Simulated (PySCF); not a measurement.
Isomers of C4H10F2Si2.

All values: PBE0/pcSseg-1 (PySCF) at GFN2-xTB geometries, gas phase, one conformer each.

(1) Rank by the highest IAO charge on any atom, lowest value first.
A. `[CH3:1][SiH2:2]/[CH:3]=[C:4](\[SiH3:5])[CH:6]([F:7])[F:8]` with C1–Si2–C3–C4 -129°, C3–C4–C6–F7 -123°
B. `[F:1][CH:2]([F:3])[C@@H:4]1[CH2:5][C@@H:6]1[SiH2:7][SiH3:8]` with F1–C2–C4–C5 -106°, C5–C6–Si7–Si8 -160°
C. `[F:1][CH2:2][Si@@H:3]1[CH2:4][SiH2:5][C@@H:6]([F:7])[CH2:8]1` with F1–C2–Si3–C4 51°, C2–Si3–C4–Si5 -127°, Si3–C4–Si5–C6 -10°, C4–Si5–C6–F7 -83°, Si5–C6–C8–Si3 -43°
D. `[F:1]/[CH:2]=[CH:3]/[CH2:4][Si@@H:5]([F:6])[CH2:7][SiH3:8]` with C2–C3–C4–Si5 -110°, C3–C4–Si5–F6 63°, C4–Si5–C7–Si8 -61°
E. `[CH3:1][Si@@H:2]1[CH2:3][SiH2:4][C@@H:5]1[CH:6]([F:7])[F:8]` with Si4–C5–C6–F7 -167°
F. `[CH3:1][SiH2:2]/[C:3](=[CH:4]\[SiH3:5])[CH:6]([F:7])[F:8]` with C1–Si2–C3–C4 88°, Si2–C3–C6–F7 43°

(2) Rank by the highest Hirshfeld charge on any atom, highest value first.
A. `[CH3:1][Si@@H:2]1[CH2:3][SiH2:4][C@@H:5]1[CH:6]([F:7])[F:8]` with Si4–C5–C6–F7 -167°
B. `[CH3:1][SiH2:2]/[C:3](=[CH:4]\[SiH3:5])[CH:6]([F:7])[F:8]` with C1–Si2–C3–C4 88°, Si2–C3–C6–F7 43°
C. `[F:1]/[CH:2]=[CH:3]/[CH2:4][Si@@H:5]([F:6])[CH2:7][SiH3:8]` with C2–C3–C4–Si5 -110°, C3–C4–Si5–F6 63°, C4–Si5–C7–Si8 -61°
D. `[F:1][CH2:2][Si@@H:3]1[CH2:4][SiH2:5][C@@H:6]([F:7])[CH2:8]1` with F1–C2–Si3–C4 51°, C2–Si3–C4–Si5 -127°, Si3–C4–Si5–C6 -10°, C4–Si5–C6–F7 -83°, Si5–C6–C8–Si3 -43°
E. `[F:1][CH:2]([F:3])[C@@H:4]1[CH2:5][CH2:6][SiH2:7][SiH2:8]1` with F1–C2–C4–C5 64°, C2–C4–C5–C6 -176°, C4–C5–C6–Si7 52°, C5–C6–Si7–Si8 -27°, C6–Si7–Si8–C4 0°
F. `[CH3:1][SiH2:2]/[CH:3]=[C:4](\[SiH3:5])[CH:6]([F:7])[F:8]` with C1–Si2–C3–C4 -129°, C3–C4–C6–F7 -123°

(3) Rank by HOMO–LUMO gap, lowest first.
A. `[F:1][CH:2]([F:3])[C@@H:4]1[CH2:5][CH2:6][SiH2:7][SiH2:8]1` with F1–C2–C4–C5 64°, C2–C4–C5–C6 -176°, C4–C5–C6–Si7 52°, C5–C6–Si7–Si8 -27°, C6–Si7–Si8–C4 0°
B. `[CH3:1][Si@@H:2]1[CH2:3][SiH2:4][C@H:5]1[CH:6]([F:7])[F:8]` with Si4–C5–C6–F7 -64°, C1–Si2–C3–Si4 -105°, Si2–C3–Si4–C5 -7°, C3–Si4–C5–C6 -109°, C1–Si2–C5–Si4 109°
C. `[CH3:1][SiH2:2]/[C:3](=[CH:4]/[SiH3:5])[CH:6]([F:7])[F:8]` with C1–Si2–C3–C4 -108°, Si2–C3–C6–F7 -121°
D. `[F:1][CH2:2][Si@@H:3]1[CH2:4][SiH2:5][C@@H:6]([F:7])[CH2:8]1` with F1–C2–Si3–C4 51°, C2–Si3–C4–Si5 -127°, Si3–C4–Si5–C6 -10°, C4–Si5–C6–F7 -83°, Si5–C6–C8–Si3 -43°
E. `[CH3:1][SiH2:2]/[CH:3]=[C:4](/[SiH3:5])[CH:6]([F:7])[F:8]` with C1–Si2–C3–C4 -177°, C3–C4–C6–F7 90°
F. `[F:1]/[CH:2]=[CH:3]/[CH2:4][Si@@H:5]([F:6])[CH2:7][SiH3:8]` with C2–C3–C4–Si5 -110°, C3–C4–Si5–F6 63°, C4–Si5–C7–Si8 -61°

## Answers

(1) B (+0.452 e), F (+0.748 e), A (+0.767 e), C (+0.898 e), E (+0.915 e), D (+1.220 e).

(2) C (+0.442 e), A (+0.377 e), D (+0.365 e), F (+0.352 e), B (+0.334 e), E (+0.245 e).

(3) C (6.81 eV), E (6.95 eV), F (7.39 eV), A (7.88 eV), B (8.05 eV), D (8.52 eV).

All values together:

```json
{"SMILES": "FC[Si@@H]1C[SiH2][C@@H](F)C1", "μ (D)": "0.82", "HOMO (eV)": "-7.97", "LUMO (eV)": "0.54", "lowest IAO charge (e)": "-0.835 (C)", "highest IAO charge (e)": "+0.898 (Si)", "lowest Hirshfeld charge (e)": "-0.251 (C)", "highest Hirshfeld charge (e)": "+0.365 (Si)"}
{"SMILES": "C[Si@@H]1C[SiH2][C@H]1C(F)F", "μ (D)": "2.72", "HOMO (eV)": "-8.01", "LUMO (eV)": "0.04", "lowest IAO charge (e)": "-0.833 (C)", "highest IAO charge (e)": "+0.917 (Si)", "lowest Hirshfeld charge (e)": "-0.257 (C)", "highest Hirshfeld charge (e)": "+0.375 (Si)"}
{"SMILES": "C[SiH2]/C=C(/[SiH3])C(F)F", "μ (D)": "2.67", "HOMO (eV)": "-8.28", "LUMO (eV)": "-1.33", "lowest IAO charge (e)": "-0.712 (C)", "highest IAO charge (e)": "+0.744 (Si)", "lowest Hirshfeld charge (e)": "-0.210 (C)", "highest Hirshfeld charge (e)": "+0.343 (Si)"}
{"SMILES": "FC(F)[C@@H]1C[C@H]1[SiH2][SiH3]", "μ (D)": "2.20", "HOMO (eV)": "-8.35", "LUMO (eV)": "-0.06", "lowest IAO charge (e)": "-0.400 (C)", "highest IAO charge (e)": "+0.463 (Si)", "lowest Hirshfeld charge (e)": "-0.130 (C)", "highest Hirshfeld charge (e)": "+0.254 (Si)"}
{"SMILES": "C[SiH2]/C(=C\\[SiH3])C(F)F", "μ (D)": "1.56", "HOMO (eV)": "-8.16", "LUMO (eV)": "-1.32", "lowest IAO charge (e)": "-0.711 (C)", "highest IAO charge (e)": "+0.748 (Si)", "lowest Hirshfeld charge (e)": "-0.209 (C)", "highest Hirshfeld charge (e)": "+0.334 (Si)"}
{"SMILES": "C[SiH2]/C=C(\\[SiH3])C(F)F", "μ (D)": "2.68", "HOMO (eV)": "-8.28", "LUMO (eV)": "-1.27", "lowest IAO charge (e)": "-0.714 (C)", "highest IAO charge (e)": "+0.767 (Si)", "lowest Hirshfeld charge (e)": "-0.210 (C)", "highest Hirshfeld charge (e)": "+0.352 (Si)"}
{"SMILES": "F/C=C/C[Si@@H](F)C[SiH3]", "μ (D)": "3.06", "HOMO (eV)": "-7.05", "LUMO (eV)": "0.34", "lowest IAO charge (e)": "-0.854 (C)", "highest IAO charge (e)": "+1.220 (Si)", "lowest Hirshfeld charge (e)": "-0.250 (C)", "highest Hirshfeld charge (e)": "+0.442 (Si)"}
{"SMILES": "FC(F)[C@@H]1C[C@@H]1[SiH2][SiH3]", "μ (D)": "2.15", "HOMO (eV)": "-8.28", "LUMO (eV)": "0.06", "lowest IAO charge (e)": "-0.400 (C)", "highest IAO charge (e)": "+0.452 (Si)", "lowest Hirshfeld charge (e)": "-0.128 (C)", "highest Hirshfeld charge (e)": "+0.243 (Si)"}
{"SMILES": "FC(F)[C@@H]1CC[SiH2][SiH2]1", "μ (D)": "2.39", "HOMO (eV)": "-7.98", "LUMO (eV)": "-0.11", "lowest IAO charge (e)": "-0.521 (C)", "highest IAO charge (e)": "+0.452 (C)", "lowest Hirshfeld charge (e)": "-0.155 (C)", "highest Hirshfeld charge (e)": "+0.245 (Si)"}
{"SMILES": "C[Si@@H]1C[SiH2][C@@H]1C(F)F", "μ (D)": "1.70", "HOMO (eV)": "-7.99", "LUMO (eV)": "-0.02", "lowest IAO charge (e)": "-0.835 (C)", "highest IAO charge (e)": "+0.915 (Si)", "lowest Hirshfeld charge (e)": "-0.257 (C)", "highest Hirshfeld charge (e)": "+0.377 (Si)"}
{"SMILES": "C[SiH2]/C(=C/[SiH3])C(F)F", "μ (D)": "1.44", "HOMO (eV)": "-8.15", "LUMO (eV)": "-1.34", "lowest IAO charge (e)": "-0.716 (C)", "highest IAO charge (e)": "+0.763 (Si)", "lowest Hirshfeld charge (e)": "-0.212 (C)", "highest Hirshfeld charge (e)": "+0.332 (Si)"}
```

Conformers: `[F:1][CH2:2][Si@@H:3]1[CH2:4][SiH2:5][C@@H:6]([F:7])[CH2:8]1` with F1–C2–Si3–C4 51°, C2–Si3–C4–Si5 -127°, Si3–C4–Si5–C6 -10°, C4–Si5–C6–F7 -83°, Si5–C6–C8–Si3 -43°; `[CH3:1][Si@@H:2]1[CH2:3][SiH2:4][C@H:5]1[CH:6]([F:7])[F:8]` with Si4–C5–C6–F7 -64°, C1–Si2–C3–Si4 -105°, Si2–C3–Si4–C5 -7°, C3–Si4–C5–C6 -109°, C1–Si2–C5–Si4 109°; `[CH3:1][SiH2:2]/[CH:3]=[C:4](/[SiH3:5])[CH:6]([F:7])[F:8]` with C1–Si2–C3–C4 -177°, C3–C4–C6–F7 90°; `[F:1][CH:2]([F:3])[C@@H:4]1[CH2:5][C@H:6]1[SiH2:7][SiH3:8]` with F1–C2–C4–C5 152°, C5–C6–Si7–Si8 159°; `[CH3:1][SiH2:2]/[C:3](=[CH:4]\[SiH3:5])[CH:6]([F:7])[F:8]` with C1–Si2–C3–C4 88°, Si2–C3–C6–F7 43°; `[CH3:1][SiH2:2]/[CH:3]=[C:4](\[SiH3:5])[CH:6]([F:7])[F:8]` with C1–Si2–C3–C4 -129°, C3–C4–C6–F7 -123°; `[F:1]/[CH:2]=[CH:3]/[CH2:4][Si@@H:5]([F:6])[CH2:7][SiH3:8]` with C2–C3–C4–Si5 -110°, C3–C4–Si5–F6 63°, C4–Si5–C7–Si8 -61°; `[F:1][CH:2]([F:3])[C@@H:4]1[CH2:5][C@@H:6]1[SiH2:7][SiH3:8]` with F1–C2–C4–C5 -106°, C5–C6–Si7–Si8 -160°; `[F:1][CH:2]([F:3])[C@@H:4]1[CH2:5][CH2:6][SiH2:7][SiH2:8]1` with F1–C2–C4–C5 64°, C2–C4–C5–C6 -176°, C4–C5–C6–Si7 52°, C5–C6–Si7–Si8 -27°, C6–Si7–Si8–C4 0°; `[CH3:1][Si@@H:2]1[CH2:3][SiH2:4][C@@H:5]1[CH:6]([F:7])[F:8]` with Si4–C5–C6–F7 -167°; `[CH3:1][SiH2:2]/[C:3](=[CH:4]/[SiH3:5])[CH:6]([F:7])[F:8]` with C1–Si2–C3–C4 -108°, Si2–C3–C6–F7 -121°.
